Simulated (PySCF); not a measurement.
Ge(I)(SiH3) (GeH3ISi), SMILES [SiH3][Ge][I] (connectivity only; charge and spin as stated), neutral, multiplicity 1.

Coordinates come from a PBE0-D3(BJ)/def2-SVP optimisation. The structure was generated by enumeration; whether it is a known compound was not checked. The def2 effective core potentials stand for the cores of I; spin–orbit coupling is left out.

Computed with PBE0-D3(BJ)/def2-SVP (PySCF).

Frequencies are harmonic and unscaled.

Computed vibrational spectrum:
```tsv
mode	ν (cm⁻¹)	IR (km/mol)	moving atoms (share of kinetic energy)
1	71	0.6	H 97 %
2	96	0.7	Si 51 %, I 20 %, Ge 16 %, H 14 %
3	237	25.5	Ge 63 %, I 37 %
4	312	10.1	Si 62 %, Ge 30 %, H 8 %
5	379	18.3	H 92 %
6	478	8.5	H 86 %, Si 12 %
7	838	259.1	H 91 %, Si 9 %
8	915	56.8	H 97 %
9	933	30.7	H 97 %
10	2197	90.5	H 99 %
11	2212	80.3	H 96 %
12	2218	73.2	H 96 %
```
